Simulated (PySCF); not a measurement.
# Polarisability and C₆ of P (phosphorus, neutral)

[Ne] 3s2 3p3, high-spin 4S determinant. All numbers are calculated (PySCF 2.14, no relativity, point nucleus, in aug-cc-pwCVQZ (10s9p7d5f3g, 134 functions)). Coupled (time-dependent) response in atomic units; α is the mean over directions.

| method | mean α (bohr³) | C₆ (like pair) | S(−4) |
| --- | --- | --- | --- |
| revPBE | 27.58 | 206.0 | 259.3 |

S(−4) is the Cauchy moment in α(ω) = α(0) + S(−4) ω² + …

Reference α: 25 ± 1 bohr³ (recommended; Schwerdtfeger and Nagle, table of static dipole polarizabilities (2023 update)). Published C₆: 185.0 (Chu and Dalgarno (2004); Tang, Norbeck and Certain (1976)).

α(iu) at revPBE:

```
u (hartree)  α(iu) (bohr³)
          0          27.58
     0.0500          26.95
      0.100          25.28
      0.200          20.55
      0.300          15.99
      0.500          9.728
      0.750          5.696
       1.00          3.675
       1.50          1.887
       2.00          1.161
       3.00         0.5908
       5.00         0.2617
```

A single London oscillator, α(iu) = α/(1 + u²/ω²), gives C₆ = (3/4) ω α². Matching the computed C₆ needs ω = 4 × 206.0 / (3 × 27.58²) = 0.361 hartree.
